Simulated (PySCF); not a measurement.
C2H6GeO2.

```xyz
11

C      2.0713    -0.1373    -0.3082
Ge     0.2656     0.0503     0.4291
O     -0.4632     1.6224    -0.0537
C     -1.0810    -1.1804    -0.4509
O     -1.9956    -0.6414    -1.0520
H      2.7254     0.6564     0.1026
H      2.0412    -0.0388    -1.4101
H      2.4991    -1.1231    -0.0387
H      0.2536    -0.1036     1.9789
H     -1.2766     1.3696    -0.5467
H     -1.0120    -2.3124    -0.4156
```
Charge 0, spin multiplicity 1.

Geometry optimised at PBE-D3(BJ)/def2-SVP. The structure was generated by enumeration; whether it is a known compound was not checked. One conformer was computed; it need not be the lowest.

Calculation: HF/pcSseg-1 in PySCF. Non-relativistic, no solvent.

Computed absolute GIAO shielding of each atom: isotropic value and principal components (ppm):
```csv
atom,σ(iso),σ11,σ22,σ33,span
C1,192.6,183.1,196.1,198.6,15.5
Ge2,1535.8,1367.6,1565.8,1673.9,306.3
O3,358.7,305.7,374.6,395.8,90.2
C4,-57.1,-197.4,-85.4,111.6,309.0
O5,-596.6,-1605.5,-620.5,436.2,2041.7
H6,30.6,25.7,27.7,38.3,12.6
H7,30.9,25.8,28.2,38.9,13.1
H8,31.1,26.2,27.6,39.7,13.5
H9,26.7,20.1,22.4,37.5,17.4
H10,28.6,16.1,24.1,45.7,29.6
H11,20.0,14.4,20.7,24.9,10.5
```
